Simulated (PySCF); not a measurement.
## Two-component Hartree-Fock for Ne (neon, neutral)

Start: [Ne]. Calculated with PySCF 2.14 in x2c-TZVPall-2c with one added diffuse shell each of s, p, d type (6s4p3d1f, 40 functions): generalised Hartree-Fock with the X2C-1e Hamiltonian and a Gaussian nucleus; one run each with spin-orbit coupling (SO) switched off, then screened by Boettger's factors.

```tsv
spinor shell	electrons	ε, spin-free (eV)	ε, screened SO (eV)	weight of nominal j (screened SO)	rms radius, screened SO (bohr)
1s1/2	2	-892.90	-892.90	1.000	0.183
2s1/2	2	-52.675	-52.676	1.000	0.982
2p1/2	2	-23.131	-23.215	1.000	1.11
2p3/2	4	-23.131	-23.089	1.000	1.11
```

```json
{"quantity": "E (hartree)", "spin-free": "-128.67918", "screened SO": "-128.67920"}
{"quantity": "M_J", "spin-free": "0", "screened SO": "0"}
{"quantity": "⟨J²⟩", "spin-free": "0.000", "screened SO": "0.000"}
{"quantity": "⟨L²⟩", "spin-free": "0.000", "screened SO": "0.000"}
{"quantity": "⟨S²⟩", "spin-free": "0.000", "screened SO": "0.000"}
```

Without spin-orbit coupling the j labels of p, d and f shells carry no meaning; the spin-free column gives the mean over the occupied spinors of each nl shell.
